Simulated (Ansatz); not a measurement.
Compare A (`Cc1cccc(C(=O)O)c1`) with its isomer B (`CC(=O)Oc1ccccc1`).

Calculated with Ansatz (gas phase, PBE0-D4/def2-TZVP geometries, no zero-point term in ΔE). CCSD(T)/CBS is the MP2 limit (def2-TZVPP, def2-QZVPP) plus CCSD(T) − MP2 in def2-TZVPP, frozen cores. Functionals use def2-TZVPP. B3LYP here is the variant with VWN-RPA as its local correlation; programs differ in this. Each species was taken in one conformer, which may not be the lowest.

A:

```xyz
18

C    -1.451    1.040    1.990
C    -0.632    0.773    0.764
C    -0.351    1.790   -0.145
C     0.382    1.543   -1.296
C     0.852    0.270   -1.560
C     0.583   -0.756   -0.661
C     1.106   -2.105   -0.974
O     1.749   -2.383   -1.953
O     0.793   -3.024   -0.042
C    -0.153   -0.502    0.491
H    -1.322    2.066    2.339
H    -1.179    0.365    2.803
H    -2.516    0.895    1.787
H    -0.711    2.794    0.056
H     0.590    2.352   -1.987
H     1.429    0.049   -2.449
H     1.182   -3.855   -0.347
H    -0.350   -1.312    1.184
```

B:

```xyz
18

C     1.359   -1.406    2.825
C     0.355   -0.779    1.909
O    -0.782   -0.527    2.178
O     0.924   -0.537    0.700
C     0.171    0.052   -0.302
C     0.124   -0.602   -1.519
C    -0.554   -0.018   -2.578
C    -1.180    1.208   -2.414
C    -1.122    1.851   -1.186
C    -0.444    1.279   -0.121
H     1.714   -2.345    2.398
H     0.902   -1.585    3.795
H     2.225   -0.750    2.931
H     0.622   -1.558   -1.625
H    -0.591   -0.526   -3.535
H    -1.711    1.662   -3.242
H    -1.610    2.810   -1.052
H    -0.401    1.773    0.840
```

Problem. Which is lower in electronic energy at CCSD(T)/CBS, and by how much? (An estimate is asked.)

Solution. Ansatz gave: A, by 57.8 kJ/mol.

Problem. Give E(B) − E(A) in kJ/mol with MP2/def2-TZVPP, B2PLYP, PBE-D4, B3LYP-D4, r2SCAN-D4, PBE0-D4, LDA (SPW92). (An estimate is asked.)

Solution. Ansatz gave: MP2/def2-TZVPP 65.5, B2PLYP 55.4, PBE-D4 56.6, B3LYP-D4 53.4, r2SCAN-D4 55.3, PBE0-D4 58.5, LDA (SPW92) 58.3. None reverses the order clearly.

Largest T1 diagnostic: 0.013.

Leaving LDA and LC-ωPBE aside and taking each functional with its dispersion term where it has one, the values, not all of them listed here, spread over 9.7 kJ/mol, from CAM-B3LYP-D4 to PBE-QIDH. LDA lies +3.2 kJ/mol from PBE without D4. In def2-TZVPP, CCSD(T) changes the Hartree–Fock value by +9.2 kJ/mol (the triples alone add +1.3 kJ/mol) and MP2 by +17.1 kJ/mol.
